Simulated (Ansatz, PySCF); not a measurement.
CH$_{2}$NO (SMILES N[C]=O), doublet, geometry from GFN2-xTB. Base run: PySCF with CCSD(T)/6-31G*.

Here is a job for PySCF.
```python
from pyscf import gto, scf, cc

mol = gto.M(
    atom='''
N    -1.084208    0.034696   -0.003522
C     0.169541   -0.378673    0.005976
O     1.219079    0.204885    0.000415
H    -1.343784    1.022254   -0.018599
H    -1.836633   -0.632171    0.004077
''',
    basis='6-31g*',
    charge=0,
    spin=1,
    verbose=3,
)

mf = scf.UHF(mol)
mf.kernel()

mycc = cc.CCSD(mf)
mycc.kernel()
et = mycc.ccsd_t()
print('E(CCSD(T)) = %.10f' % (mycc.e_tot + et))
```

The same geometry, method and basis name were run in Ansatz (a program for electronic structure) and PySCF, at each program's defaults and at the settings that a row names. The base is PySCF at its defaults. Differences at the defaults can come from grids, fitting, cores and function types together.

| code and settings | ΔE vs base (µEh) | basis functions | E (Eh) | SCF cycles | SCF-reference dipole (D) |
|---|---|---|---|---|---|
| PySCF, defaults (exact integrals, spherical functions, all electrons correlated) | 0.0 | 46 | -168.77893 | 15 | 4.23 |
| Ansatz, defaults (factorised integrals, Cartesian functions, frozen core) | -390 | 49 | -168.77932 | - | - |
| PySCF, frozen core | 5924 | 46 | -168.77300 | 15 | 4.23 |
| Ansatz, high accuracy, frozen core, Cartesian functions as the basis file defines them | -392 | 49 | -168.77932 | - | - |

Open shells are given as the SCF converged; they aren't shown to be the lowest states, and a large step between rows can be another state.
